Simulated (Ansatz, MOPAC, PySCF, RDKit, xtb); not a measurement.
Dimer: CH4 (SMILES C) (first 5 atoms) with C3H8 (SMILES CCC); geometry from B3LYP-D3(BJ)/def2-TZVP, rigid monomers moved along the line of their centres of mass till C1···H12 is 4.40 Å.
(charge 0, multiplicity 1):
```xyz
16

C      0.01762     0.15925     0.17468
H      0.11247     0.26709    -0.90489
H     -0.89602    -0.38640     0.40613
H      0.87464    -0.38908     0.56259
H     -0.02231     1.14428     0.63701
C      0.41012    -1.37352     5.10358
C      0.47946     0.14547     5.23538
C     -0.89846     0.80172     5.22403
H      1.40492    -1.82325     5.11033
H     -0.15991    -1.81262     5.92621
H     -0.08066    -1.66309     4.17152
H      1.08335     0.55395     4.42028
H      1.00032     0.40751     6.16118
H     -0.82730     1.88720     5.31677
H     -1.42925     0.58032     4.29522
H     -1.51349     0.43609     6.05018
```

| level | interaction energy (meV) | cost |
|---|---|---|
| MMFF94 | -10.4 | - |
| GFN-FF | -15.2 | - |
| AM1 | 1.0 | - |
| PM3 | -2.7 | - |
| PM7 | -22.1 | - |
| GFN1-xTB | -13.7 | - |
| HF/6-31G* | 0.1 | - |
| HF/aug-cc-pVDZ | 0.1 | - |
| r2SCAN/def2-TZVPPD | -4.1 | ×1 |
| r2SCAN-D3(BJ)/def2-TZVPPD | -13.8 | ×1 |
| B3LYP/3-21G (no counterpoise) | -0.1 | - |
| B3LYP/6-31G* | 3.4 | - |
| B3LYP-D3(BJ)/def2-TZVPPD | -11.6 | ×1 |
| B3LYP-D4/def2-TZVPPD | -10.5 | ×1 |
| wB97M-V/def2-TZVPPD | -13.1 | ×3 |
| MP2/6-31G* | -6.1 | - |
| MP2/6-31G* (no counterpoise) | -8.8 | - |
| SCS-MP2/aug-cc-pVDZ | -9.6 | - |
| CCSD/aug-cc-pVDZ | -10.9 | - |
| CCSD(T)/aug-cc-pVDZ | -12.6 | ×50 |

The rows run from -22.1 (PM7) to 3.4 meV (B3LYP/6-31G*). In aug-cc-pVDZ the value moves HF 0.1, CCSD -10.9, CCSD(T) -12.6, a shift of -12.8 from HF to CCSD(T). The dispersion term adds -9.7 in r2SCAN-D3(BJ).

Monomers are frozen at their geometry in the pair; levels with a basis set take the counterpoise correction. Rows marked so take none.

Correlated levels freeze the cores. Rows in 3-21G, 6-31G* carry no dispersion term and start afresh at each structure (6-31G* with six Cartesian d functions). MP2/6-31G* freezes PySCF's default core. The state that AM1, PM3, PM7 reach isn't checked; PM7 holds dispersion and hydrogen-bond terms.

Codes used: Ansatz (Gaussian orbitals); MOPAC for AM1, PM3, PM7 (differences of heats of formation); PySCF for 3-21G rows, 6-31G* rows, the dispersion terms; RDKit for the force fields; xtb for the GFN methods. Values without a source in brackets are computed.

Costs are rough ratios of core time to PBE/def2-TZVPPD (about 14 s over the structures, on one shared machine); a dash marks a level with no comparable run of its own.

Ansatz is an electronic-structure program.
